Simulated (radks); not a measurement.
The numbers below are computed, except where a source is named.
Question: These are the eigenvalues of the occupied orbitals of an atom or ion with whole-number occupations (hartree). Code: a radial shooting solver on a logarithmic mesh with Libxc functionals. Model: scalar-relativistic Kohn-Sham, HCTH/407, spin-polarised, spherical densities, point nucleus.

orbital  eigenvalue
1s up     -2041.065
1s down   -2041.065
2s up     -343.4311
2s down   -343.4276
2p up     -304.5996
2p down   -304.5971
3s up     -78.42965
3s down   -78.33296
3p up     -66.55879
3p down   -66.46212
3d up     -51.49068
3d down   -51.41668
4s up     -17.22854
4s down   -17.02961
4p up     -13.30532
4p down   -13.10916
4d up      -8.00243
4d down    -7.80814
5s up      -3.63972
5s down    -3.54805
5p up      -2.63765
5p down    -2.57257
4f up      -2.17011
4f down    -1.98949

Which element is it, and in what charge state? The configuration may be excited. Open shells, if any, are filled with parallel spins first.

Answer: Z = 67, holmium, charge +4: Ho4+ in [Xe] 4f9. The list shows which subshells hold electrons but not how many an open one holds; the 1s level, -2041.1 hartree, gives Z - s = 63.9 by -(Z - s)^2/2, which with screening and relativity narrows Z to a few neighbours, and the depths of the outer levels then fix element, charge and occupations together.
